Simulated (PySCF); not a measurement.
# Assigning NMR signals

Atom-mapped SMILES (the numbers label the heavy atoms): `[SiH3:1][O:2][SiH2:3][NH:4][c:5]1[cH:6][cH:7][cH:8][cH:9][cH:10]1`; H(Xn) means a hydrogen on atom n.

How the numbers were obtained: geometry from GFN2-xTB, shieldings: GIAO PBE0/pcSseg-1, in PySCF (no solvent model, fast rotation and ring inversion assumed for equivalent nuclei, a single conformation, non-relativistic).

References, each an isolated molecule treated in the same way: ¹³C, ¹H against TMS.

(1) Assign these signals to the numbered atoms. ¹³C{¹H} NMR (computed): δ 150.8 (C), 135.2 (CH), 122.4 (CH), 117.8 (CH).

(2) Assign these signals to the numbered atoms. ¹H NMR (400 MHz, computed): δ 7.44 (m, 2H), 6.95 (t, 1H), 6.63 (d, 2H), 5.57 (s, 2H), 5.22 (s, 3H), 3.28 (br s, 1H).

Results:

(1) 
150.8 → C5, aromatic carbon bearing nitrogen: the electronegative substituent deshields the carbon that carries it
135.2 → C7/C9, aromatic CH: the aromatic region
122.4 → C8, aromatic CH
117.8 → C6/C10, aromatic CH: resonance donation from the substituent shields this position

(2) 
7.44 → H(C7)/H(C9), hydrogen on an aromatic CH: ring-current deshielding
6.95 → H(C8), hydrogen on an aromatic CH
6.63 → H(C6)/H(C10), hydrogen on an aromatic CH
5.57 → H(Si3), hydrogen on a silicon bonded to N, O
5.22 → H(Si1), hydrogen on a silicon bonded to O
3.28 → H(N4), hydrogen on an aniline-type nitrogen: exchangeable; this is the value without hydrogen bonding to other molecules

OH/NH shifts are gas-phase values; hydrogen bonding in solution moves them, usually downfield. Shifts are as computed. Against solution values, carbons near 30 ppm lie about +3 ppm off and those near 130 ppm about +5 ppm. Of 1309 compounds with measured shifts, 239 miss one by over three times the rms of a fit or turn the order of signals round; such compounds aren't used in these exercises. Multiplicities follow the n + 1 count of equivalent neighbours, as no J values were calculated; m marks all less simple cases, F and P coupling included.
